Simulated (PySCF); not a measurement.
**Telling isomers of C$_{5}$H$_{11}$FO$_{2}$Si apart by NMR**

- shielding tensors at PBE0/pcSseg-1 (GIAO)
- coordinates at the GFN2-xTB level
- program: PySCF 2.14.0 with density-fitted response routines
- no solvent, one computed conformer, relativity neglected, rapidly exchanging positions averaged

δ = σ(ref) − σ, references computed at the same level: 1H (σ = 31.72 ppm), 13C (σ = 186.93 ppm) against TMS. Splittings of carbon signals by F and P are missing where no couplings were computed. Where no couplings were computed, multiplicities follow the n + 1 count of equivalent neighbours, and m marks all less simple cases (inequivalent or close neighbours, rings, F or P nearby). Shifts are as computed. Against solution values, carbons near 30 ppm lie about +3 ppm off and those near 130 ppm about +5 ppm. Of 1211 compounds with measured shifts, 218 miss one by over three times the rms of a fit or turn the order of signals round; such compounds aren't used in these exercises.

(1) Tabulate the signals of `CC(C)OC(=O)[SiH2]CF`, `C=CC[Si](F)(OC)OC`, `CC(C)(C)OC(=O)[SiH2]F` and their relative energies.

(2) What is the quickest way to tell C=CC[Si](F)(OC)OC from CC(C)(C)OC(=O)[SiH2]F?

(3) What is the quickest way to tell CC(C)OC(=O)[SiH2]CF from C=CC[Si](F)(OC)OC?

(4) What is the quickest way to tell CC(C)OC(=O)[SiH2]CF from CC(C)(C)OC(=O)[SiH2]F?

Results:

(1) 
```json
{"SMILES": "CC(C)OC(=O)[SiH2]CF", "carbon types": "1×C 1×CH 1×CH2 2×CH3", "δC": "186.4, 76.9, 69.0, 23.7", "δH": "5.34 (sept, 1H), 5.25 (m, 2H), 4.49 (m, 2H), 1.30 (d, 6H)", "E rel. (kcal/mol)": "72.5"}
{"SMILES": "C=CC[Si](F)(OC)OC", "carbon types": "1×CH 2×CH2 2×CH3", "δC": "143.6, 121.6, 54.4, 26.4", "δH": "6.30 (m, 1H), 5.49 (m, 1H), 5.22 (m, 1H), 3.98 (s, 6H), 1.83 (m, 2H)", "E rel. (kcal/mol)": "0.0"}
{"SMILES": "CC(C)(C)OC(=O)[SiH2]F", "carbon types": "2×C 3×CH3", "δC": "184.7, 83.0, 29.3", "δH": "5.05 (m, 2H), 1.63 (s, 9H)", "E rel. (kcal/mol)": "30.6"}
```

Energies are electronic energies at PBE0/pcSseg-1 on these geometries, without zero-point or thermal terms, each for the one conformer computed, which needn't be the lowest.

(2) Count the carbon signals: 4 against 3. The first has an alkene CH at 143.6 ppm, the second a carbonyl carbon (C) at 184.7 ppm. In the proton spectra the most deshielded non-exchanging signals are 6.30 (m, 1H) and 5.05 (m, 2H).

(3) Both give the same number of carbon signals, but DEPT or the intensities differ. The first has a carbonyl carbon (C) at 186.4 ppm, the second an alkene CH at 143.6 ppm. In the proton spectra the most deshielded non-exchanging signals are 5.34 (sept, 1H) and 6.30 (m, 1H).

(4) Count the carbon signals: 4 against 3. The first has an sp3 CH2 bonded to F and Si at 76.9 ppm, the second a fully substituted sp3 carbon bonded to O (C) at 83.0 ppm. Their most deshielded carbons lie at 186.4 and 184.7 ppm.
